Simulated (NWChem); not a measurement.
# Correlation energy of HIn

```xyz
2

In     0.0000     0.0000     0.0373
H      0.0000     0.0000    -1.8257
```
Charge 0, spin multiplicity 1.

Program: NWChem. All single points use one geometry, from PBE0/def2-SVP with def2 effective core potentials on In, a minimum by its harmonic frequencies.

Basis set: def2-TZVP. Each correlation energy counts from its own Hartree-Fock reference.

```csv
method,correlation energy (mHa),difference from CCSD(T)
MP2,-270.2,+10.6
SCS-MP2,-248.5,+32.3
CR-CCSD[T],-280.3,+0.5
CR-CCSD(T),-279.6,+1.2
CCSD,-273.8,+7.0
CCSD+T(CCSD),-281.6,-0.8
CCSD(T),-280.8,0.0
```

The values span 33.1 mHa, from CCSD+T(CCSD) (lowest) to SCS-MP2 (highest). 

Effective core potentials replace the inner electrons of In; spin-orbit coupling is left out. The correlated methods keep 4 core orbitals frozen. The structure started from a generated list of species. Coupled-cluster values serve here as a point of comparison, not as the truth.
